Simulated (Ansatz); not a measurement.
```yaml
atoms:
  - { symbol: B, position_ang: [0.0000, 0.0000, 0.6025] }
  - { symbol: O, position_ang: [0.0000, 0.0000, -0.6025] }
```

Basis set: cc-pVDZ (spherical functions). Correlated methods keep 2 orbitals frozen. Correlation on ROHF uses semicanonical orbitals with singles. Charge 0, multiplicity 2.

Computed with Ansatz (development build ahead of 0.2.0); the reference of a correlated method needn't be the lowest determinant of its kind.

The atomization energy at this shape (free ground-state atoms in the same class of orbitals less the molecule, no zero-point energy) of doublet BO:

| method | atomization energy |
| --- | --- |
| ROHF-CCSD(T) | 176.61 kcal/mol |

(1) What does ROHF-CCSD give?

## Answers

(1) 171.86 kcal/mol. Caution: the reference determinant was not shown to be the lowest.
